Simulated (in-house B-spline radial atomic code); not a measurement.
Radial electron density of Mo²⁺, [Kr] 4d4. Level of theory: scalar-relativistic (X2C) CAM-B3LYP, spin-polarised, spherical fractional occupations, exact exchange averaged over the configuration, Fermi nucleus of rms radius 4.4091 fm; calculated with a radial B-spline atomic code at the basis-set limit.

One-electron X2C: radii and densities carry no picture-change correction, so inner-shell <1/r> comes out high (for 1s by about 2 % at Z = 33, 5 % at 54, 10 % at 75, 30 % at 118) and <r> low.

Columns: r (bohr), 4πr²n(r) (electrons per bohr), bar.

```
  0.0013    1.781 #
 0.00159    2.482 ##
 0.00194     3.43 ##
 0.00237    4.722 ###
  0.0029     6.47 ####
 0.00355    8.791 ######
 0.00434    11.79 ########
  0.0053    15.58 ##########
 0.00648    20.27 ##############
 0.00792    25.84 #################
 0.00968    32.12 ######################
  0.0118    38.64 ##########################
  0.0145    45.09 ##############################
  0.0177    50.11 ##################################
  0.0216    52.97 ###################################
  0.0264    53.05 ####################################
  0.0323    50.52 ##################################
  0.0395    46.86 ###############################
  0.0482     44.7 ##############################
   0.059    46.57 ###############################
  0.0721     53.1 ####################################
  0.0881    61.33 #########################################
   0.108    65.67 ############################################
   0.132    61.64 #########################################
   0.161    51.27 ##################################
   0.197    42.22 ############################
    0.24     41.7 ############################
   0.294    47.62 ################################
   0.359    49.75 #################################
   0.439    41.32 ############################
   0.537    26.52 ##################
   0.656    15.18 ##########
   0.802     11.4 ########
    0.98    11.56 ########
     1.2    10.63 #######
    1.46     7.71 #####
    1.79     4.36 ###
    2.19     2.05 #
    2.68   0.8205 #
    3.27   0.2764 
       4     0.07 
    4.89  0.01216 
    5.97 0.001303
```

On this grid the curve has 4 maxima, near 0.0264, 0.108, 0.359, 0.98 bohr.

The 4p up radial function P(r) = rR(r), positive near the nucleus:

| r (bohr) | P |
| --- | --- |
| 0.00159 | 0.001237 |
| 0.00237 | 0.002474 |
| 0.00355 | 0.005026 |
| 0.0053 | 0.01015 |
| 0.00792 | 0.02036 |
| 0.0118 | 0.03987 |
| 0.0177 | 0.07626 |
| 0.0264 | 0.1366 |
| 0.0395 | 0.224 |
| 0.059 | 0.3145 |
| 0.0881 | 0.3342 |
| 0.132 | 0.1648 |
| 0.197 | -0.214 |
| 0.294 | -0.5233 |
| 0.439 | -0.2986 |
| 0.656 | 0.455 |
| 0.98 | 1.002 |
| 1.46 | 0.8208 |
| 2.19 | 0.3233 |
| 3.27 | 0.05717 |
| 4.89 | 0.003513 |
